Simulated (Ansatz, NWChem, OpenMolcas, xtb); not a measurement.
Ligand exchange: CHBrClF + HF → CHClF2 + HBr

Species: CHBrClF (bromochlorofluoromethane) `FC(Cl)Br`, singlet; HF (hydrogen fluoride), singlet; CHClF2 (difluorochloromethane) `FC(F)Cl`, singlet; HBr, singlet. The partners trade Br for F: C–Br and H–F bonds give way to C–F and H–Br.

Shapes, held fixed at every level: PBE0-D4/def2-TZVP. Programs: Ansatz 0.2.0, NWChem 7.3.0, OpenMolcas 26.06, xtb 6.7.1. A level may come from different programs for different species; with the same settings they agree closely. The zero-point and thermal change to 298 K, harmonic and unscaled (PBE0-D4/def2-TZVP), is -3.9 kJ/mol.

**The experiment to reproduce.** Tabulated heats of formation (Active Thermochemical Tables): CHBrClF -231.8; HF -272.7; CHClF2 -482.8; HBr -35.9 kJ/mol, which give ΔH(298 K) = -14.1 kJ/mol.

```tsv
level	kind	ΔH (kJ/mol)	computed − measured
GFN2-xTB	semi-empirical	-65.1	-50.9
HF/def2-TZVPP	Hartree–Fock	-50.7	-36.6
B3LYP/6-31G* (spherical functions)	global hybrid	-76.6	-62.5
B3LYP-D4/def2-TZVPP	global hybrid	-25.8	-11.6
PBE0-D4/def2-TZVPP	global hybrid	-25.2	-11.0
wB97M-V/def2-TZVPP	range-separated hybrid	-29.4	-15.3
B2PLYP/def2-TZVPP	double hybrid	-26.8	-12.6
CCSD(T)/def2-SVP	coupled cluster or CI	-57.3	-43.1
CCSD(T)/def2-TZVPP	coupled cluster or CI	-24.0	-9.9
```

Nearest: CCSD(T)/def2-TZVPP (-9.9); farthest: B3LYP/6-31G* (spherical functions) (-62.5). 1 of 9 levels lie within 10 kJ/mol. Relativity is left out for Br unless named. Correlated rows may include outer-core shells of Br, which these sets cover unevenly.
